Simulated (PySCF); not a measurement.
**Electron correlation in Ce (cerium, neutral)**

[Xe] 4f2 6s2, one real determinant (an excited configuration). Calculation: PySCF 2.14, in ANO-RCC-VTZP (8s7p5d3f2g1h, 104 functions); the spin-free X2C one-electron Hamiltonian (Gaussian nucleus). Frozen: [Kr] 4d10; 12 electrons correlated.

```tsv
level	correlation energy (mhartree)
CCSD	-321.40
(T)	-16.31
CCSD(T)	-337.71
```

Diagnostics: T1 = 0.025, D1 = 0.0754, largest double amplitude 0.100.

Q: Is a single reference adequate?

A: Mostly. T1 lies below 0.03, but a double amplitude of this size points to a near-degeneracy that CCSD handles and MP2 describes poorly.

The reference is one real determinant that mixes LS terms of this configuration.
